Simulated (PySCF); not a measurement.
C⁺ (carbon, charge +1) across methods

[He] 2s2 2p1, 2P determinant. Calculation: PySCF 2.14, in aug-cc-pCVQZ-DK (9s8p6d4f2g, 109 functions); scalar relativity by spin-free X2C-1e.

| method | E (hartree) | mean ε 2s α (eV) | mean ε 2s β (eV) | mean ε 2p α (eV) | Σ⟨r²⟩ (bohr²) | ⟨S²⟩ |
| --- | --- | --- | --- | --- | --- | --- |
| BLYP | -37.4458 | -26.009 | -24.589 | -17.959 | 8.063 | 0.752 |
| LDA | -37.0552 | -26.120 | -24.609 | -17.805 | 8.123 | 0.751 |
| TPSS | -37.4605 | -26.592 | -24.881 | -18.420 | 7.995 | 0.753 |
| PBE | -37.3898 | -26.175 | -24.712 | -17.950 | 8.060 | 0.752 |
| BP86 | -37.4386 | -26.246 | -24.843 | -18.019 | 8.032 | 0.752 |
| r2SCAN | -37.4212 | -26.652 | -24.890 | -18.647 | 8.022 | 0.755 |
| PBE0 | -37.3994 | -28.153 | -26.246 | -19.791 | 8.029 | 0.753 |
| UHF | -37.31166 | -33.323 | -29.605 | -24.874 | 8.048 | 0.757 |
